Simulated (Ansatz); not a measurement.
`OB(Cl)O[SiH3]` + H₂O → `OB(O)O[SiH3]` + HCl  (formal hydrolysis of a B–Cl bond)

Calculated with Ansatz (gas phase, PBE0-D4/def2-TZVP geometries, no zero-point term in ΔE). CCSD(T)/CBS is the MP2 limit (def2-TZVPP, def2-QZVPP) plus CCSD(T) − MP2 in def2-TZVPP, frozen cores. This one scheme is used for every species. DFT in def2-TZVPP. Each species was taken in one conformer, which may not be the lowest.

`OB(Cl)O[SiH3]`:

Z-matrix (Å, degrees):
```
Si
O 1 1.659
H 1 1.483 2 110.0
H 1 1.483 2 110.0 3 -121.4
H 1 1.480 2 106.2 3 119.3
B 2 1.343 1 131.7 3 61.2
Cl 6 1.775 2 119.1 1 180.0
O 6 1.356 2 120.7 1 -0.0
H 8 0.960 6 113.7 2 180.0
```

H₂O:

Z-matrix (Å, degrees):
```
O
H 1 0.960
H 1 0.960 2 105.1
```

`OB(O)O[SiH3]`:

```xyz
10

O     0.537    0.438    1.552
B    -0.261   -0.455    0.899
O    -0.941   -1.403    1.610
O    -0.367   -0.388   -0.460
Si    0.341    0.648   -1.535
H     0.541    0.304    2.502
H    -1.466   -1.972    1.043
H    -0.061    2.049   -1.254
H     1.820    0.530   -1.479
H    -0.142    0.249   -2.878
```

HCl:

Z-matrix (Å, degrees):
```
Cl
H 1 1.279
```

| level | ΔE (eV) |
| --- | --- |
| PBE-D4 | -0.36 |
| BLYP-D4 | -0.40 |
| r2SCANh-D4 | -0.43 |
| r2SCAN | -0.42 |

Q: What does CCSD(T)/CBS give? (Best estimate.)

A: The calculation gave: -0.40 eV. The listed levels differ from it by 0.04, 0.00, -0.03, -0.02 eV.

Q: What do rigid-rotor, harmonic-oscillator terms from PBE0-D4/def2-TZVP frequencies (298.15 K, 1 bar) make of the CCSD(T)/CBS value? (An estimate is asked.)

A: The calculation gave: ΔZPE = -0.02 eV, ΔH = -0.44 eV, ΔS = -13 J/(mol·K), ΔG = -0.40 eV.

Largest T1 diagnostic among the species: 0.012.

From BLYP to BHLYP (50 % exact exchange), in def2-TZVPP and without D4, ΔE moves by −0.07 eV. At CCSD(T), def2-SVP lies −0.16 eV from the extrapolated value and def2-TZVPP −0.05 eV.
